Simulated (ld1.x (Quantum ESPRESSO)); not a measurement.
## What one change does to a pseudopotential (Ti (Z = 22), RRKJ)

ld1.x (Quantum ESPRESSO) 7.5 input, shortened:

```
&input
   title='Ti', zed=22., rel=1, dft='PZ', iswitch=3,
   config='[Ar] 3d2 4s1.75 4p0.25'
 /
 &inputp
   pseudotype=2, tm=.false., lloc=0,
   nlcc=.false.
 /
3
3P  2  1   6.00   0.00  1.65  1.65  0.0
3D  3  2   2.00   0.00  1.30  1.30  0.0
3S  1  0   2.00   0.00  1.15  1.15  0.0
 &test
   configts(1)='3s2 3p6 3d2 4s1.75 4p0.25'
 /
```

Occupied shells without a wave of their own: 4p, 4s. They enter only through the test configuration that unscreens the potential.

Change: all radii scaled by about 1.23 (s 1.42, p 2.04, d 1.60 bohr).

Cutoffs: the cutoffs (Ry, on a coarse ladder) from which the occupation-weighted sum of valence levels, in a spherical-Bessel basis at the reference potential, stays within 10 and 1 mRy of its value at 400 Ry; they do not see the model core or the augmentation charge, which bear on the density cutoff. Errors are all-electron minus pseudo energies relative to the spin-unpolarised reference configuration.

Q: Predict the effect on cutoff, ghosts and configuration errors.

A: The potential gets softer (100 Ry and 160 Ry → 70 Ry and 90 Ry); the miss of the reference levels goes from 0.08 to 0.33 eV; of the 9 tests that both files solve, the error grows in 8 and shrinks in 0 by more than 15 % and 0.3 meV (median size 79.2 → 286.3 meV); neither file shows a bound ghost. A larger radius leaves more room for a smooth pseudo-wave, so fewer plane waves are needed. More of the atom is replaced by a form fitted at one configuration, so other configurations suffer.

| quantity | base | changed |
| --- | --- | --- |
| cutoff, loose | 100 Ry | 70 Ry |
| cutoff, tight | 160 Ry | 90 Ry |
| loose cutoff by channel (10 mRy a level) | p 35 Ry, d 80 Ry, s 90 Ry | p 30 Ry, d 55 Ry, s 35 Ry |
| bound ghosts | none | none |
| largest miss of a reference level, eV | 0.08 | 0.33 |
| error for 3s2 3p6 3d2 4s2 4p0, meV [ΔE -0.77 eV] | +18 | +83 |
| error for 3s2 3p6 3d2 4s1 4p0, meV [ΔE 6.77 eV] | -84 | -323 |
| error for 3s2 3p6 3d2 4s0 4p0, meV [ΔE 20.57 eV] | -253 | -1000 |
| error for 3s2 3p5 3d2 4s2 4p0, meV [ΔE 44.74 eV] | +60 | +286 |
| error for 3s2 3p6 3d2 4s0 4p1, meV [ΔE 10.61 eV] | -188 | -826 |
| error for 3s1 3p6 3d2 4s2 4p0, meV [ΔE 68.54 eV] | +40 | +130 |
| error for 3s2 3p6 3d3 4s0 4p0, meV [ΔE 6.79 eV] | -134 | -554 |
| error for 3s2 3p6 3d2 4s1.75 4p0.25 (spin-polarised), meV [ΔE -0.79 eV] | +66 | +64 |
| error for 3s2 3p6 3d2 4s2 4p0 (spin-polarised), meV [ΔE -1.44 eV] | +79 | +140 |

Base: The 4p, 4s levels have no wave, so the channel is fitted at the deeper level alone: the likely source of the large errors. Changed file: The 4p, 4s levels have no wave, so the channel is fitted at the deeper level alone: the likely source of the large errors.
